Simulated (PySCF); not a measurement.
Species: SnH3(NEt2), C4H13NSn.
Bonds: Sn1–N5, N5–C6, N5–C8, C6–C7, C8–C9. Hydrogens: H2, H3, H4 on Sn1; H10, H11 on C6; H12, H13, H14 on C7; H15, H16 on C8; H17, H18, H19 on C9.

Computed by this run: PBE0-D3(BJ)/def2-SVP geometry optimisation, gas phase, def2 core potentials past Kr (PySCF 2.14.0); density fitting, grid level 1; the optimiser is geomeTRIC in internal coordinates, started from a GFN2-xTB structure with every atom displaced at random (about 0.03 Å).

Step 0: E = -11669.1507 eV
```
atom  x, y, z in Å  |  force x, y, z in eV/Å
Sn1     0.9929    1.9100    0.7392   -2.641   1.309   0.280
H2      0.5754    2.1590    2.3329   -0.107   0.035   0.724
H3      2.5000    1.9275    0.3998    3.253  -0.147  -0.587
H4      0.3767    3.2956   -0.1342   -0.138  -0.257   0.014
N5      0.2901    0.1091    0.2574   -0.273   0.376   0.563
C6     -1.0159   -0.2825    0.7370    0.884  -1.067   0.547
C7     -2.1466    0.3270   -0.0020   -2.760   0.192   0.080
C8      0.7958   -0.5010   -0.9411   -2.665  -1.804   0.845
C9      1.3467   -1.8713   -0.5793    0.081  -0.274  -3.407
H10    -1.0969   -0.0578    1.8371    0.042  -0.030  -0.679
H11    -1.0840   -1.3930    0.6802   -0.015   0.187   0.052
H12    -2.1515    1.4164    0.1562   -0.058   0.119  -0.108
H13    -2.1969    0.1532   -1.0964    0.404  -0.097   0.273
H14    -3.1657   -0.0524    0.3946    1.347   0.482  -0.428
H15    -0.0827   -0.6486   -1.6465    0.937   0.273   0.013
H16     1.5179    0.1441   -1.3709    1.092   0.636  -0.923
H17     2.1811   -1.7506    0.0579    1.129  -0.077   1.199
H18     0.5849   -2.5369   -0.1860   -0.235  -0.146   0.428
H19     1.7158   -2.3543   -1.5512   -0.278   0.289   1.114
```

Problem. Estimate the geometry and energy of step 1. (The exact step hangs on the optimiser's Hessian estimate; all steps are aligned on step 0, rigid shifts and turns removed.)

Solution. E = -11669.7641 eV, largest force 0.730 eV/Å
```
atom  x, y, z in Å  |  force x, y, z in eV/Å
Sn1     1.0008    1.9968    0.7778    0.312  -0.185  -0.099
H2      0.5722    2.2510    2.4371    0.156  -0.106  -0.211
H3      2.7349    1.9617    0.4208   -0.687  -0.068   0.236
H4      0.3398    3.3151   -0.1306   -0.023  -0.101  -0.016
N5      0.2630    0.1323    0.2847    0.361   0.128  -0.295
C6     -1.0476   -0.2754    0.7470    0.304  -0.031   0.099
C7     -2.2237    0.3306    0.0035   -0.413   0.105  -0.076
C8      0.7573   -0.5360   -0.9217   -0.249  -0.078   0.416
C9      1.3759   -1.9086   -0.6486    0.012   0.202  -0.301
H10    -1.1317   -0.0304    1.8195   -0.037   0.033   0.054
H11    -1.1060   -1.3815    0.7128   -0.037   0.053  -0.061
H12    -2.2577    1.4288    0.1109    0.119  -0.039  -0.015
H13    -2.2107    0.1038   -1.0734    0.129  -0.003  -0.031
H14    -3.1868   -0.0466    0.3859    0.045  -0.059   0.065
H15    -0.0626   -0.6637   -1.6588    0.084   0.122  -0.057
H16     1.5163    0.0988   -1.4013    0.024   0.069  -0.111
H17     2.2374   -1.8132    0.0276   -0.076  -0.076   0.148
H18     0.6302   -2.5933   -0.2255    0.033  -0.077   0.222
H19     1.7362   -2.3767   -1.5830   -0.055   0.113   0.036
```

The energy changes by -0.6134 eV. The first-order estimate −F·Δx gives -1.5630 eV and the mean of the old and new forces, exact on a quadratic surface, -0.6844 eV. The step makes an angle of 60° with the force vector and moves no atom by more than 0.238 Å.

The cost below is that of the whole optimisation. Time: 3.5 min wall; peak memory 0.66 GiB. Hardware: one thread, AMD EPYC (x86_64), shared host with 64 logical CPUs at a one-minute load of 60.
